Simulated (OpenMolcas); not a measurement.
**OpenMolcas run: Al2+**

Input:

```
&GATEWAY
Coord
1

Al 0.0 0.0 0.0
Basis=ANO-R1
Group=XYZ
NoMove
AngMom=0.0 0.0 0.0
AMFI
&SEWARD
* reference wave functions (RASSCF and RASSI steps not shown): 1 electron in 9 orbitals (RAS2 3s 3p; RAS3 3d, at most 1 electron)
>>> COPY JOB001 $Project.JobIph
&CASPT2
Multistate=1 1
Frozen=1 0
IPEA=0.2
Sig2=0.3
MaxIter=60
WThr=0.0 0.3 0.05
PrWF=0.5
NoMix
>>> COPY JOB002 $Project.JobIph
&CASPT2
Multistate=3 1 2 3
Frozen=1 0
IPEA=0.2
Sig2=0.3
MaxIter=60
WThr=0.0 0.3 0.05
PrWF=0.5
NoMix
```

Launched by
```bash
OMP_NUM_THREADS=1 MOLCAS_MEM=2252 MOLCAS_PROJECT=a pymolcas a.inp > a.log  # once for each step of the input, in one work folder
```

Output, cut to the results:

```
--- CASPT2 ---
Orbital specifications:
      -----------------------

      Symmetry species                           1   2
                                                ag  au
      Frozen orbitals                            1   0
      Inactive orbitals                          1   3
      Active orbitals                            6   3
      Secondary orbitals                         1   3
      Deleted orbitals                           0   0
      Number of basis functions                  9   9
Type of calculation                        SS-CASPT2
      Fock operator                              state-specific
      IPEA shift                                 0.20
      Real shift                                 0.00
      Imaginary shift                            0.00
      Sigma^2 regularizer                        0.30
      The input orbitals will be transformed to quasi-canonical
Reference energy:        -241.4574701340
      E2 (Non-variational):      -0.0674197396
      Shift correction:           0.0000000005
      E2 (Variational):          -0.0674197391
      Total energy:            -241.5248898731
      Residual norm:              0.0000000308
      Reference weight:           0.99316
      Contributions to the CASPT2 correlation energy
      Active & Virtual Only:         -0.0000000000
      One Inactive Excited:          -0.0044488733
      Two Inactive Excited:          -0.0629708663
::    CASPT2 Root  1     Total energy:   -241.52488987
--- CASPT2 ---
Orbital specifications:
      -----------------------

      Symmetry species                           1   2
                                                ag  au
      Frozen orbitals                            1   0
      Inactive orbitals                          1   3
      Active orbitals                            6   3
      Secondary orbitals                         1   3
      Deleted orbitals                           0   0
      Number of basis functions                  9   9
Type of calculation                        MS-CASPT2
      Fock operator                              state-specific
      IPEA shift                                 0.20
      Real shift                                 0.00
      Imaginary shift                            0.00
      Sigma^2 regularizer                        0.30
      The input orbitals will be transformed to quasi-canonical
Reference energy:        -241.1953424709
      E2 (Non-variational):      -0.0647400268
      Shift correction:          -0.0000000068
      E2 (Variational):          -0.0647400336
      Total energy:            -241.2600825045
      Residual norm:              0.0000003087
      Reference weight:           0.99354
      Contributions to the CASPT2 correlation energy
      Active & Virtual Only:          0.0000000000
      One Inactive Excited:          -0.0025441171
      Two Inactive Excited:          -0.0621959097
Reference energy:        -241.1953424709
      E2 (Non-variational):      -0.0647400268
      Shift correction:          -0.0000000068
      E2 (Variational):          -0.0647400336
      Total energy:            -241.2600825045
      Residual norm:              0.0000003087
      Reference weight:           0.99354
      Contributions to the CASPT2 correlation energy
      Active & Virtual Only:          0.0000000000
      One Inactive Excited:          -0.0025441171
      Two Inactive Excited:          -0.0621959097
::    CASPT2 Root  1     Total energy:   -241.26008250
::    CASPT2 Root  2     Total energy:   -241.26008250
::    CASPT2 Root  3     Total energy:   -241.26008250
::    MS-CASPT2 Root  1     Total energy:   -241.26008250
::    MS-CASPT2 Root  2     Total energy:   -241.26008250
::    MS-CASPT2 Root  3     Total energy:   -241.26008250
```

Levels above the lowest, from the spin-orbit matrix with the single-state CASPT2 energies, averaged by term, on its diagonal:

```json
{"Configuration": "3s", "Term": "²S", "J": "1/2", "E (eV)": "0.0000", "Measured (eV)": "0.0000", "g": "2.002", "Term weight %": "100"}
{"Configuration": "3p", "Term": "²P°", "J": "1/2", "E (eV)": "7.189", "Measured (eV)": "6.6558", "g": "0.666", "Term weight %": "100"}
{"Configuration": "3p", "Term": "²P°", "J": "3/2", "E (eV)": "7.214", "Measured (eV)": "6.6848", "g": "1.334", "Term weight %": "100"}
```

Against the 2 measured excited levels shown (NIST levels in Kelleher and Podobedova, J. Phys. Chem. Ref. Data 37, 709 (2008)) the mean absolute deviation is 4300 cm-1; the largest miss in energy is 3p ²P°_1/2: computed 7.189, measured 6.6558 eV (+8.0 %).

With one active electron outside closed inactive shells, the extra shells (3d) add no correlation to the reference. With one active electron, CASPT2 adds the correlation within the correlated inactive shells and between them and that electron, and leaves the splitting within a term as the reference gives it. Measured partners are found by configuration, term and J. A level has none where our copy of the source lacks it or the pairing is in doubt (some pairs that miss far off the trend of their configuration count as doubtful), and it then counts in no deviation. Levels of configurations outside the active space are missing. The first state left out of the spin-orbit step lies near 490000 cm-1 above the lowest spin-free state of the reference (among the parities and spins computed), and the list stops at four fifths of that energy or lower.

The CASPT2 steps took 1.7 s on 1 thread of Arm Neoverse N1, with other jobs on the host; the integral step is not counted.

The term weight is that of the spin-free term in the level, not the purity of its configuration. ° marks odd parity.
